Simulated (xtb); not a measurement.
C2H6Cd, septet, geometry from GFN2-xTB of the parent state (such geometries of metal compounds can be far from the true shape) (a higher spin typed on purpose: for a closed-shell molecule this is an excited state); GFN2-xTB run with xtb 6.7.1.

xtb was given this input:
```
$ xtb mol.xyz --gfn 2 --chrg 0 --uhf 6 --json

# file mol.xyz
9

Cd    -0.36325302     0.07893351    -0.41629518
C      2.28467637     0.01929830    -0.08211532
H      2.50835171    -0.91916368     0.40214515
H      2.51068612     0.88762008     0.51971244
H      2.64433135     0.08518212    -1.10102879
C     -0.42640814    -0.42125665     2.20737359
H     -0.76316033    -1.44964137     2.22979478
H     -1.16650401     0.29149125     2.54836522
H      0.55283081    -0.27254651     2.63163046
```

**Question.** What does xtb print? Leave out banner, timings and long lists.

**Answer.** 
```
   ID    Z sym.   atoms
    1   48 Cd     1
    2    6 C      2, 6
    3    1 H      3-5, 7-9

           -------------------------------------------------
          |                Calculation Setup                |
           -------------------------------------------------

molecular fragmentation (1/2 indicates fragments):
111122222
# atoms in fragment 1/2:     4     5
 fragment masses (1/2) :      126.44       16.04
CMA distance (Bohr)    :   4.670
constraining FC (au)   :  0.0500

           -------------------------------------------------
          |                 G F N 2 - x T B                 |
           -------------------------------------------------

          ...................................................
          :                      SETUP                      :
          :.................................................:
          :  # basis functions                  18          :
          :  # atomic orbitals                  18          :
          :  # shells                           12          :
          :  # electrons                        16          :
          :  max. iterations                   250          :
          :  Hamiltonian                  GFN2-xTB          :
          :  restarted?                      false          :
          :  GBSA solvation                  false          :
          :  PC potential                    false          :
          :  electronic temp.          300.0000000     K    :
          :  accuracy                    1.0000000          :
          :  -> integral cutoff          0.2500000E+02      :
          :  -> integral neglect         0.1000000E-07      :
          :  -> SCF convergence          0.1000000E-05 Eh   :
          :  -> wf. convergence          0.1000000E-03 e    :
          :  Broyden damping             0.4000000          :
          :  net charge                          0          :
          :  unpaired electrons                  6          :
          ...................................................

 iter      E             dE          RMSdq      gap      omega  full diag
   1     -6.8184946 -0.681849E+01  0.275E+01    0.96       0.0  T
   2     -6.8357612 -0.172666E-01  0.259E+01    0.09       1.0  T
   3     -6.6873674  0.148394E+00  0.206E+01    1.05       1.0  T
   4     -6.6703466  0.170208E-01  0.175E+01    1.25       1.0  T
   5     -6.7579320 -0.875854E-01  0.138E+01    0.65       1.0  T
   6     -6.7920082 -0.340762E-01  0.109E+01    0.38       1.0  T
   7     -6.7872500  0.475824E-02  0.124E+01    0.35       1.0  T
   8     -6.8814839 -0.942339E-01  0.917E+00    0.25       1.0  T
   9     -6.8041361  0.773478E-01  0.114E+01    0.31       1.0  T
  10     -6.7766775  0.274585E-01  0.128E+01    0.35       1.0  T
  11     -6.7666060  0.100716E-01  0.141E+01    0.32       1.0  T
  12     -6.7973791 -0.307732E-01  0.118E+01    0.22       1.0  T
  13     -6.8378371 -0.404580E-01  0.915E+00    0.15       1.0  T
  14     -6.7556552  0.821819E-01  0.129E+01    0.23       1.0  T
  15     -6.7756920 -0.200368E-01  0.101E+01    0.19       1.0  T
  16     -6.9163807 -0.140689E+00  0.447E+00    0.09       1.0  T
  17     -6.8021052  0.114276E+00  0.858E+00    0.14       1.0  T
  18     -6.8231293 -0.210240E-01  0.711E+00    0.13       1.0  T
  19     -6.7949901  0.281391E-01  0.964E+00    0.14       1.0  T
  20     -6.8365789 -0.415888E-01  0.673E+00    0.11       1.0  T
  21     -6.8324333  0.414557E-02  0.754E+00    0.11       1.0  T
  22     -6.9202630 -0.878297E-01  0.362E+00    0.09       1.0  T
  23     -6.9138930  0.637000E-02  0.190E+00    0.09       1.0  T
  24     -6.9206800 -0.678702E-02  0.212E+00    0.10       1.0  T
  25     -6.9274363 -0.675631E-02  0.154E+00    0.10       1.0  T
  26     -6.9247400  0.269631E-02  0.112E+00    0.10       1.0  T
  27     -6.9242173  0.522667E-03  0.145E+00    0.10       1.0  T
  28     -6.9274497 -0.323239E-02  0.864E-01    0.10       1.0  T
  29     -6.9284498 -0.100002E-02  0.584E-01    0.10       1.0  T
  30     -6.9280063  0.443475E-03  0.721E-01    0.10       1.0  T
  31     -6.9288544 -0.848139E-03  0.258E-01    0.10       1.0  T
  32     -6.9287358  0.118600E-03  0.336E-01    0.10       1.0  T
  33     -6.9288550 -0.119191E-03  0.964E-02    0.10       1.0  T
  34     -6.9288585 -0.348979E-05  0.814E-02    0.10       1.0  T
  35     -6.9288483  0.101749E-04  0.394E-02    0.10       1.0  T
  36     -6.9288564 -0.806447E-05  0.205E-02    0.10       1.6  T
  37     -6.9288579 -0.148692E-05  0.163E-02    0.10       2.1  T
  38     -6.9288586 -0.703218E-06  0.665E-03    0.10       5.0  T
  39     -6.9288587 -0.111420E-06  0.152E-03    0.10      22.0  T
  40     -6.9288587 -0.710511E-08  0.181E-03    0.10      18.4  T
  41     -6.9288587 -0.391556E-08  0.392E-04    0.10      84.9  T
  42     -6.9288587 -0.157453E-09  0.216E-04    0.10     154.7  T

   *** convergence criteria satisfied after 42 iterations ***

         :::::::::::::::::::::::::::::::::::::::::::::::::::::
         ::                     SUMMARY                     ::
         :::::::::::::::::::::::::::::::::::::::::::::::::::::
         :: total energy              -6.820091018585 Eh    ::
         :: gradient norm              0.220045917737 Eh/a0 ::
         :: HOMO-LUMO gap              0.096841645906 eV    ::
         ::.................................................::
         :: SCC energy                -6.928855044625 Eh    ::
         :: -> isotropic ES            0.020916031939 Eh    ::
         :: -> anisotropic ES          0.003793997814 Eh    ::
         :: -> anisotropic XC          0.014635162091 Eh    ::
         :: -> dispersion             -0.004004309062 Eh    ::
         :: repulsion energy           0.108764026040 Eh    ::
         :: add. restraining           0.000000000000 Eh    ::
         :: total charge               0.000000000278 e     ::
         :::::::::::::::::::::::::::::::::::::::::::::::::::::

           -------------------------------------------------
          |                Property Printout                |
           -------------------------------------------------

    * Orbital Energies and Occupations

         #    Occupation            Energy/Eh            Energy/eV
      -------------------------------------------------------------
         1        2.0000           -0.6424248             -17.4813
         2        2.0000           -0.6401757             -17.4201
         3        1.9936           -0.5306087             -14.4386
         4        1.9484           -0.5285752             -14.3833
         5        1.5528           -0.5260105             -14.3135
         6        1.5051           -0.5258287             -14.3085
         7        1.0000           -0.4226623             -11.5012
         8        1.0000           -0.4048821             -11.0174
         9        1.0000           -0.2297175              -6.2509
        10        1.0000            0.0027891               0.0759
        11        0.8668            0.0219122               0.5963 (HOMO)
        12        0.1332            0.0254711               0.6931 (LUMO)
        13                          0.1906627               5.1882
        14                          0.1982535               5.3948
        15                          0.1996545               5.4329
        16                          0.2144051               5.8343
        17                          0.2784080               7.5759
        18                          0.3155985               8.5879
      -------------------------------------------------------------
                  HL-Gap            0.0035589 Eh            0.0968 eV
             Fermi-level           -0.2510588 Eh           -6.8317 eV

     #   Z          covCN         q      C6AA      α(0)
     1  48 Cd       0.775    -0.598   493.569    51.680
     2   6 C        3.166    -0.090    29.873     8.932
     3   1 H        0.926     0.110     1.697     2.037
     4   1 H        0.926     0.119     1.620     1.990
     5   1 H        0.925     0.159     1.334     1.806
     6   6 C        3.163    -0.094    30.004     8.953
     7   1 H        0.925     0.147     1.415     1.860
     8   1 H        0.925     0.154     1.366     1.828
     9   1 H        0.926     0.094     1.839     2.120

 Mol. C6AA /au·bohr⁶  :       1610.632638
 Mol. C8AA /au·bohr⁸  :      88069.310164
 Mol. α(0) /au        :         81.206111

Wiberg/Mayer (AO) data.
largest (>0.10) Wiberg bond orders for each atom

 ---------------------------------------------------------------------------
     #   Z sym  total        # sym  WBO       # sym  WBO       # sym  WBO
 ---------------------------------------------------------------------------
     1  48 Cd   0.782 --     6 C    0.182     2 C    0.171
     2   6 C    2.574 --     3 H    0.805     4 H    0.784     5 H    0.679
                             1 Cd   0.171
     3   1 H    0.895 --     2 C    0.805
     4   1 H    0.880 --     2 C    0.784
     5   1 H    0.823 --     2 C    0.679
     6   6 C    2.529 --     9 H    0.827     7 H    0.704     8 H    0.683
                             1 Cd   0.182
     7   1 H    0.836 --     6 C    0.704
     8   1 H    0.826 --     6 C    0.683
     9   1 H    0.914 --     6 C    0.827
 ---------------------------------------------------------------------------

Topologies differ in total number of bonds
Writing topology from bond orders to xtbtopo.mol

molecular dipole:
                 x           y           z       tot (Debye)
 q only:        1.527      -0.348       1.788
   full:        1.777      -0.389       2.042       6.951
molecular quadrupole (traceless):
                xx          xy          yy          xz          yz          zz
 q only:        3.696       0.748      -6.035      -4.021      -1.714       2.340
  q+dip:        3.462       0.685      -5.827      -3.909      -1.635       2.365
   full:        6.547       0.284     -12.135      -1.621      -3.471       5.588

           -------------------------------------------------
          | TOTAL ENERGY               -6.820091018585 Eh   |
          | GRADIENT NORM               0.220045917737 Eh/α |
          | HOMO-LUMO GAP               0.096841645906 eV   |
           -------------------------------------------------

normal termination of xtb
```
